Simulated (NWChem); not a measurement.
System: Si2H4, singlet; SMILES [SiH][SiH3]

Parts of the log:

```
             Northwest Computational Chemistry Package (NWChem) 7.3.0
             --------------------------------------------------------

 C1  symmetry detected

                             Geometry "geometry" -> ""
                             -------------------------

 Output coordinates in angstroms (scale by  1.889725989 to convert to a.u.)

  No.       Tag          Charge          X              Y              Z
 ---- ---------------- ---------- -------------- -------------- --------------
    1 Si                  14.0000    -0.08044544     1.32262356     0.00015958
    2 H                    1.0000     1.45383055     1.29568789    -0.00030922
    3 Si                  14.0000    -0.02805964    -1.07121988     0.00014708
    4 H                    1.0000     0.72523301    -1.54705463     1.20915802
    5 H                    1.0000     0.71343014    -1.54205425    -1.21822843
    6 H                    1.0000    -1.37342258    -1.72623049     0.00508642

 Effective nuclear repulsion energy (a.u.)      73.5760390465

                                 NWChem DFT Module
                                 -----------------

 Summary of "ao basis" -> "ao basis" (spherical)
 ------------------------------------------------------------------------------
       Tag                 Description            Shells   Functions and Types
 ---------------- ------------------------------  ------  ---------------------
 Si                        def2-svpd                10       24   5s3p2d
 H                         def2-svpd                 4        8   2s2p

            General Information
            -------------------
          SCF calculation type: DFT
          Wavefunction type:  closed shell.
          No. of atoms     :     6
          No. of electrons :    32
           Alpha electrons :    16
            Beta electrons :    16
          Charge           :     0
          Spin multiplicity:     1
          Use of symmetry is: off; symmetry adaption is: off
          Maximum number of iterations: 150
          AO basis - number of functions:    80
                     number of shells:    36
          Convergence on energy requested:  1.00D-06
          Convergence on density requested:  1.00D-05
          Convergence on gradient requested:  5.00D-04

              XC Information
              --------------
                         B3LYP Method XC Potential
                     Hartree-Fock (Exact) Exchange  0.200
                        Slater Exchange Functional  0.800 local
                    Becke 1988 Exchange Functional  0.720 non-local
              Lee-Yang-Parr Correlation Functional  0.810
                  VWN I RPA Correlation Functional  0.190 local

             Grid Information
             ----------------
          Grid used for XC integration:  medium
          Radial quadrature: Mura-Knowles
          Angular quadrature: Lebedev.
          Tag              B.-S. Rad. Rad. Pts. Rad. Cut. Ang. Pts.
          ---              ---------- --------- --------- ---------
          Si                  1.10       88          11.0       590
          H                   0.35       45          12.0       434
          Grid pruning is: on
          Number of quadrature shells:   356
          Spatial weights used:  Erf1

      Superposition of Atomic Density Guess
      -------------------------------------

 Sum of atomic energies:        -579.47486222

      Non-variational initial energy
      ------------------------------

 Total energy =    -579.766522
 1-e energy   =    -949.338729
 2-e energy   =     295.996168
 HOMO         =      -0.213120
 LUMO         =      -0.096837

   convergence    iter        energy       DeltaE   RMS-Dens  Diis-err
 ---------------- ----- ----------------- --------- --------- ---------
 d= 0,ls=0.0,diis     1   -581.1482842882 -6.55D+02  1.10D-02  1.42D-01
 d= 0,ls=0.0,diis     2   -581.1652251439 -1.69D-02  4.17D-03  1.73D-02
 d= 0,ls=0.0,diis     3   -581.1686196275 -3.39D-03  1.23D-03  4.25D-03
 d= 0,ls=0.0,diis     4   -581.1695962973 -9.77D-04  1.46D-04  3.30D-05
 d= 0,ls=0.0,diis     5   -581.1696040757 -7.78D-06  5.65D-05  4.99D-06
  Resetting Diis
 d= 0,ls=0.0,diis     6   -581.1696053000 -1.22D-06  7.86D-06  1.71D-07
 d= 0,ls=0.0,diis     7   -581.1696053371 -3.72D-08  3.40D-06  3.94D-09

         Total DFT energy =     -581.169605337148
      One electron energy =     -950.630078049394
           Coulomb energy =      339.127603990063
    Exchange-Corr. energy =      -43.243170324281
 Nuclear repulsion energy =       73.576039046464

 Numeric. integr. density =       32.000013424572

                       DFT Final Molecular Orbital Analysis
                       ------------------------------------

 Vector   14  Occ=2.000000D+00  E=-3.514652D-01
              MO Center= -3.6D-01, -1.3D+00, -1.2D-02, r^2= 2.6D+00
   Bfn.  Coefficient  Atom+Function         Bfn.  Coefficient  Atom+Function
  ----- ------------  ---------------      ----- ------------  ---------------
    73     -0.344396  6 H  s                 44      0.332906  3 Si px
    41      0.284891  3 Si px                65      0.204203  5 H  s
    57      0.195298  4 H  s                 38     -0.164977  3 Si px
     3     -0.117238  1 Si s                 12      0.094695  1 Si px
     9      0.076441  1 Si px                25      0.067044  2 H  s

 Vector   15  Occ=2.000000D+00  E=-3.000211D-01
              MO Center=  1.4D-01,  5.2D-01,  6.9D-04, r^2= 3.4D+00
   Bfn.  Coefficient  Atom+Function         Bfn.  Coefficient  Atom+Function
  ----- ------------  ---------------      ----- ------------  ---------------
    25      0.325258  2 H  s                 12      0.259454  1 Si px
     9      0.252136  1 Si px                 3     -0.194022  1 Si s
    42     -0.193832  3 Si py                45     -0.190614  3 Si py
    73      0.191294  6 H  s                 26      0.160445  2 H  s
    10      0.142604  1 Si py                 6     -0.138514  1 Si px

[...]

                                NWChem TDDFT Module
                                -------------------

            General Information
            -------------------
           No. of orbitals :     160
            Alpha orbitals :      80
             Beta orbitals :      80
        Alpha frozen cores :       0
         Beta frozen cores :       0
     Alpha frozen virtuals :       0
      Beta frozen virtuals :       0
         Spin multiplicity :       1
    Number of AO functions :      80
        Use of symmetry is : off
      Symmetry adaption is : off
         Schwarz screening :  0.10D-07

              XC Information
              --------------
                  B3LYP Method XC Potential
              Hartree-Fock (Exact) Exchange   0.20
                 Slater Exchange Functional   0.80 local
             Becke 1988 Exchange Functional   0.72 non-local
       Lee-Yang-Parr Correlation Functional   0.81
           VWN I RPA Correlation Functional   0.19 local

             TDDFT Information
             -----------------
          Calculation type : Tamm-Dancoff TDDFT
         Wavefunction type : Restricted singlets
          No. of electrons :      32
           Alpha electrons :      16
            Beta electrons :      16
              No. of roots :       8
          Max subspacesize :    5600
            Max iterations :     100
               Target root :       1
           Target symmetry : none
      Symmetry restriction : off
                 Algorithm : Optimal
        Davidson threshold :  0.10D-03

    8 smallest eigenvalue differences (eV)
--------------------------------------------------------
  No. Spin  Occ  Vir  Irrep   E(Occ)    E(Vir)   E(Diff)
--------------------------------------------------------
    1    1   16   17 a        -0.238    -0.130     2.937
    2    1   15   17 a        -0.300    -0.130     4.629
    3    1   14   17 a        -0.351    -0.130     6.029
    4    1   13   17 a        -0.352    -0.130     6.057
    5    1   16   18 a        -0.238    -0.001     6.436
    6    1   16   19 a        -0.238     0.009     6.724
    7    1   16   20 a        -0.238     0.032     7.338
    8    1   16   21 a        -0.238     0.034     7.397
--------------------------------------------------------

  Entering Davidson iterations
  Restricted singlet excited states

  Iter   NTrls   NConv    DeltaV     DeltaE      Time
  ----  ------  ------  ---------  ---------  ---------
    1      8       0     0.76E-01   0.10+100        3.8
    2     16       0     0.15E-01   0.13E-01        3.8
    3     24       0     0.56E-02   0.74E-03        3.8
    4     32       3     0.36E-02   0.15E-03        3.8
    5     37       6     0.10E-02   0.29E-04        2.7
    6     39       7     0.18E-03   0.12E-05        1.6
    7     40       8     0.35E-04   0.53E-07        1.2
  ----  ------  ------  ---------  ---------  ---------
  Convergence criterion met

  Ground state a        -581.169605337148 a.u.

  ----------------------------------------------------------------------------
  Root   1 singlet a              0.073173193 a.u.                1.9911 eV
  ----------------------------------------------------------------------------
     Transition Moments    X -0.00008   Y  0.00045   Z  0.35084
     Dipole Oscillator Strength                    0.0060046665
     Electric Quadrupole                           0.0000000253
     Magnetic Dipole                               0.0000008999
     Total Oscillator Strength                     0.0060055917

     Occ.   15  a   ---  Virt.   17  a       -0.07358
     Occ.   16  a   ---  Virt.   17  a       -0.99175
  ----------------------------------------------------------------------------
  Root   2 singlet a              0.128799187 a.u.                3.5048 eV
  ----------------------------------------------------------------------------
     Transition Moments    X  0.00058   Y -0.00089   Z -0.25295
     Dipole Oscillator Strength                    0.0054940829
     Electric Quadrupole                           0.0000000241
     Magnetic Dipole                               0.0000014540
     Total Oscillator Strength                     0.0054955610

     Occ.   12  a   ---  Virt.   17  a       -0.07062
     Occ.   15  a   ---  Virt.   17  a       -0.99125
     Occ.   16  a   ---  Virt.   17  a        0.06633
  ----------------------------------------------------------------------------
  Root   3 singlet a              0.188832912 a.u.                5.1384 eV
  ----------------------------------------------------------------------------
     Transition Moments    X  0.00162   Y  0.00106   Z  0.22567
     Dipole Oscillator Strength                    0.0064113743
     Electric Quadrupole                           0.0000000130
     Magnetic Dipole                               0.0000002376
     Total Oscillator Strength                     0.0064116249

     Occ.   14  a   ---  Virt.   17  a        0.99379
     Occ.   16  a   ---  Virt.   20  a       -0.05180
  ----------------------------------------------------------------------------
  Root   4 singlet a              0.196661732 a.u.                5.3514 eV
  ----------------------------------------------------------------------------
     Transition Moments    X  0.12294   Y -0.17822   Z -0.00289
     Dipole Oscillator Strength                    0.0061471943
     Electric Quadrupole                           0.0000000676
     Magnetic Dipole                               0.0000000365
     Total Oscillator Strength                     0.0061472984

     Occ.   13  a   ---  Virt.   17  a        0.95901
     Occ.   15  a   ---  Virt.   19  a       -0.05097
     Occ.   16  a   ---  Virt.   18  a       -0.15227
     Occ.   16  a   ---  Virt.   19  a       -0.19372
  ----------------------------------------------------------------------------
  Root   5 singlet a              0.211808656 a.u.                5.7636 eV
  ----------------------------------------------------------------------------
     Transition Moments    X -0.39006   Y  0.12331   Z -0.00157
     Dipole Oscillator Strength                    0.0236312738
     Electric Quadrupole                           0.0000001942
     Magnetic Dipole                               0.0000009730
     Total Oscillator Strength                     0.0236324410

     Occ.   15  a   ---  Virt.   22  a       -0.05020
     Occ.   16  a   ---  Virt.   18  a        0.65809
     Occ.   16  a   ---  Virt.   19  a       -0.74447
  ----------------------------------------------------------------------------
  Root   6 singlet a              0.224636241 a.u.                6.1127 eV
  ----------------------------------------------------------------------------
     Transition Moments    X  0.07137   Y -1.74587   Z  0.00170
     Dipole Oscillator Strength                    0.4572356701
     Electric Quadrupole                           0.0000002250
     Magnetic Dipole                               0.0000005993
     Total Oscillator Strength                     0.4572364944

     Occ.   13  a   ---  Virt.   17  a        0.20205
     Occ.   15  a   ---  Virt.   19  a       -0.14456
     Occ.   15  a   ---  Virt.   22  a       -0.11313
     Occ.   15  a   ---  Virt.   24  a        0.07680
     Occ.   16  a   ---  Virt.   18  a        0.66703
     Occ.   16  a   ---  Virt.   19  a        0.59764
     Occ.   16  a   ---  Virt.   21  a       -0.08927
     Occ.   16  a   ---  Virt.   22  a        0.28780
     Occ.   16  a   ---  Virt.   23  a       -0.11091
  ----------------------------------------------------------------------------
  Root   7 singlet a              0.233180046 a.u.                6.3452 eV
  ----------------------------------------------------------------------------
     Transition Moments    X -0.00686   Y  0.00415   Z  0.25568
     Dipole Oscillator Strength                    0.0101725306
     Electric Quadrupole                           0.0000000397
     Magnetic Dipole                               0.0000004838
     Total Oscillator Strength                     0.0101730541

     Occ.   12  a   ---  Virt.   17  a        0.08183
     Occ.   16  a   ---  Virt.   20  a        0.98763
     Occ.   16  a   ---  Virt.   25  a        0.06857
  ----------------------------------------------------------------------------
  Root   8 singlet a              0.239665027 a.u.                6.5216 eV
  ----------------------------------------------------------------------------
     Transition Moments    X -0.42887   Y  0.32996   Z -0.00228
     Dipole Oscillator Strength                    0.0467847089
     Electric Quadrupole                           0.0000004262
     Magnetic Dipole                               0.0000013309
     Total Oscillator Strength                     0.0467864660

     Occ.   15  a   ---  Virt.   18  a        0.19523
     Occ.   15  a   ---  Virt.   21  a       -0.09606
     Occ.   15  a   ---  Virt.   22  a       -0.08703
     Occ.   16  a   ---  Virt.   21  a       -0.93006
     Occ.   16  a   ---  Virt.   22  a       -0.24395
     Occ.   16  a   ---  Virt.   24  a        0.11012

              Target root =      1
          Target symmetry = none
      Ground state energy =   -581.169605337148
        Excitation energy =      0.073173193478
     Excited state energy =   -581.096432143670

  stored tddft:energy   -581.09643214367009
```

Level: B3LYP/def2-SVPD, TDA. Low-valent species are run as closed-shell singlets; no triplet was tried in these runs. Geometry: optimised at PBE0/def2-SVP. B3LYP is NWChem's, with the RPA form of VWN correlation.

Question: Which NWChem input produces such a log?

Answer: This is not unique; one that fits is the input that was run:
```
start job
memory heap 200 mb stack 900 mb global 1100 mb
geometry units angstroms noautoz
  Si     0.124823     1.337302     0.486134
  H      1.181604     1.355610    -0.626344
  Si    -0.088778    -1.018395     0.114251
  H      1.246953    -1.672660     0.322424
  H     -0.497344    -1.251111    -1.312230
  H     -1.083010    -1.703476     0.998124
end
basis spherical
  * library def2-svpd
end
dft
  xc b3lyp
  iterations 150
end
tddft
  cis
  nroots 8
  notriplet
end
task tddft energy
```
